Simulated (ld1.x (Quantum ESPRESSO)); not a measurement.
## molybdenum PAW: all-electron and pseudo phase curves

molybdenum, PAW, made with ld1.x (Quantum ESPRESSO) 7.5 (PBE, scalar-relativistic). Core [Kr], reference 4d6 5s0 5p0. Waves: 5s (bound, empty): rcut 2.70, rcutus 3.35 bohr; 5s channel at 0.4 Ry: rcut 2.70, rcutus 3.35 bohr; 5p (bound, empty): rcut 3.60, rcutus 4.65 bohr; 5p channel at 0.3 Ry: rcut 3.60, rcutus 4.65 bohr; 4d (bound): rcut 2.15, rcutus 2.35 bohr; 4d channel at 0.15 Ry: rcut 2.15, rcutus 2.35 bohr. Local part: all-electron potential smoothed inside 3.10 bohr (lloc = -1). Core correction: Bessel-smoothed model core, default radius (core density twice the valence density). Augmentation charge: PSQ, inside the norm-conserving radii.

The phase is arctan(r·u′/u) with u = r·R(r), unwrapped; energies in Ry, scanned from -2 to 5 Ry. A pole is an energy at which the radial function vanishes at the test radius. The pseudo phase is shifted by a multiple of π to meet the all-electron one at the reference energy, and phase errors are pseudo minus all-electron; the curves can meet again beyond the range given. Levels narrower than the energy grid can be missing from the lists of poles.

**Question.** For each channel, where are the poles, and over which energies does the pseudopotential scatter like the atom?

**Answer.**

```json
{"channel": "s", "radius (bohr)": "5.05", "reference energy (Ry)": "-0.25", "poles, all-electron": "-0.07, 1.82, 4.82", "poles, pseudo": "-0.07, 1.79, 2.75", "unbroken range about the reference energy with phases within 0.05 rad": "below 2.3", "phase error 1 Ry above the reference energy (rad)": "-0.002"}
{"channel": "p", "radius (bohr)": "5.05", "reference energy (Ry)": "-0.06", "poles, all-electron": "0.35, 2.36", "poles, pseudo": "0.35, 1.93, 3.57", "unbroken range about the reference energy with phases within 0.05 rad": "below 1.0", "phase error 1 Ry above the reference energy (rad)": "-0.017"}
{"channel": "d", "radius (bohr)": "5.05", "reference energy (Ry)": "-0.17", "poles, all-electron": "-0.14, 1.18, 3.43", "poles, pseudo": "-0.14, 1.18, 3.46", "unbroken range about the reference energy with phases within 0.05 rad": "below 2.1", "phase error 1 Ry above the reference energy (rad)": "+0.000"}
```

Phases in the s channel:

```csv
E (Ry),all-electron,pseudo
-2.00,1.422,1.422
-1.76,1.410,1.410
-1.52,1.395,1.395
-1.28,1.375,1.375
-1.04,1.345,1.345
-0.80,1.292,1.292
-0.56,1.158,1.158
-0.32,-0.164,-0.164
-0.08,-1.559,-1.559
0.16,-1.740,-1.740
0.40,-1.913,-1.913
0.64,-2.430,-2.431
0.88,-4.014,-4.016
1.12,-4.466,-4.468
1.36,-4.601,-4.603
1.60,-4.669,-4.673
1.84,-4.716,-4.723
2.08,-4.757,-4.771
2.32,-4.800,-4.852
2.56,-4.858,-7.031
2.80,-4.965,-7.883
3.04,-5.315,-7.992
3.28,-7.006,-8.176
3.52,-7.571,-9.271
3.76,-7.703,-10.620
4.00,-7.763,-10.818
4.24,-7.799,-10.892
4.48,-7.825,-10.932
4.72,-7.846,-10.960
4.96,-7.865,-10.982
```
